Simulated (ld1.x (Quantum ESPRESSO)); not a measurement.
An all-electron radial function and its pseudo partner (phosphorus)

Columns: radius, all-electron u(r) and pseudo u(r) of the 3s shell (level -14.11 eV) of phosphorus in the configuration [Ne] 3s1.75 3p3.25; Wu–Cohen, scalar-relativistic, TM scheme, ld1.x (Quantum ESPRESSO) 7.5.

```json
{"r (bohr)": "0.062", "all-electron": "0.1961", "pseudo": "0.0319"}
{"r (bohr)": "0.125", "all-electron": "0.0430", "pseudo": "0.0638"}
{"r (bohr)": "0.188", "all-electron": "-0.1546", "pseudo": "0.0947"}
{"r (bohr)": "0.250", "all-electron": "-0.2964", "pseudo": "0.1237"}
{"r (bohr)": "0.312", "all-electron": "-0.3669", "pseudo": "0.1510"}
{"r (bohr)": "0.375", "all-electron": "-0.3736", "pseudo": "0.1768"}
{"r (bohr)": "0.438", "all-electron": "-0.3305", "pseudo": "0.2011"}
{"r (bohr)": "0.500", "all-electron": "-0.2550", "pseudo": "0.2241"}
{"r (bohr)": "0.562", "all-electron": "-0.1594", "pseudo": "0.2473"}
{"r (bohr)": "0.625", "all-electron": "-0.0519", "pseudo": "0.2725"}
{"r (bohr)": "0.688", "all-electron": "0.0585", "pseudo": "0.3008"}
{"r (bohr)": "0.750", "all-electron": "0.1648", "pseudo": "0.3335"}
{"r (bohr)": "0.812", "all-electron": "0.2654", "pseudo": "0.3723"}
{"r (bohr)": "0.875", "all-electron": "0.3594", "pseudo": "0.4185"}
{"r (bohr)": "0.938", "all-electron": "0.4438", "pseudo": "0.4712"}
{"r (bohr)": "1.000", "all-electron": "0.5173", "pseudo": "0.5270"}
{"r (bohr)": "1.062", "all-electron": "0.5810", "pseudo": "0.5832"}
{"r (bohr)": "1.125", "all-electron": "0.6361", "pseudo": "0.6362"}
{"r (bohr)": "1.188", "all-electron": "0.6817", "pseudo": "0.6817"}
{"r (bohr)": "1.250", "all-electron": "0.7180", "pseudo": "0.7180"}
{"r (bohr)": "1.312", "all-electron": "0.7464", "pseudo": "0.7464"}
{"r (bohr)": "1.375", "all-electron": "0.7677", "pseudo": "0.7677"}
{"r (bohr)": "1.438", "all-electron": "0.7821", "pseudo": "0.7821"}
{"r (bohr)": "1.500", "all-electron": "0.7904", "pseudo": "0.7904"}
{"r (bohr)": "1.562", "all-electron": "0.7933", "pseudo": "0.7933"}
{"r (bohr)": "1.625", "all-electron": "0.7915", "pseudo": "0.7915"}
```

(1) How many radial nodes do the two functions have?

(2) At about which radius was the pseudo-wave matched?

(3) Is the pseudo-wave norm-conserving?

## Answers

(1) The all-electron 3s function has n − l − 1 = 2; the pseudo-wave has 0, since the states of the same l below it are removed with the core.

(2) 1.20 bohr. The columns agree to 0.0005 from 1.12 bohr on; several derivatives are matched, so the curves merge somewhat inside the radius.

(3) Yes: the TM scheme keeps the norm inside the radius equal to the all-electron one, which fixes the energy derivative of the logarithmic derivative at the level.
